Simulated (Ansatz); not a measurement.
Total energies of BH$_{3}$S$_{3}$ (`SB(S)S`).

```xyz
7

S     0.1242    2.0393   -0.4919
B     0.0945    0.2593   -0.1872
S     0.9603   -0.7402   -1.4131
S    -0.7695   -0.3529    1.2699
H    -0.5897    2.4013    0.5866
H     0.7233   -1.9415   -0.8655
H    -0.5431   -1.6652    1.1012
```

The species carries charge 0 and has multiplicity 1. All single points use the PBE0-D4/def2-TZVP geometry. It is one conformer, not always the lowest. Basis def2-TZVPP, Ansatz 0.2.0.

RPA on PBE orbitals: Hartree–Fock energy of these orbitals -1219.10545 Eh, correlation -1.08297 Eh (frozen core).

```csv
functional,energy without D4 (Eh),D4 term (kJ/mol)
LDA (SPW92),-1216.96179,–
PBE,-1220.81023,-21.2
revPBE,-1221.14140,-58.7
BLYP,-1221.33970,-46.7
r2SCAN,-1221.26914,-4.7
B97M-V,-1221.07676,–
PBE0,-1220.91410,-18.0
B3LYP,-1221.42052,-35.1
r2SCANh,-1221.26278,-5.2
r2SCAN0,-1221.25419,-5.8
HSE06 (plane-wave form),-1220.89015,-16.9
BHLYP,-1221.34292,-29.0
CAM-B3LYP,-1221.37439,-18.6
LC-ωPBE,-1220.99869,–
ωB97X-V,-1221.17779,–
ωB97M-V,-1221.28499,–
B2PLYP,-1220.95684,–
PBE-QIDH,-1220.65354,–
```

B3LYP takes the VWN-RPA correlation (the form of Gaussian; ORCA's B3LYP/G). HSE06 is the plane-wave form, built on full-range PBE exchange. The double hybrids freeze the cores in their second-order part.

LC-ωPBE has ω = 0.4 bohr⁻¹.
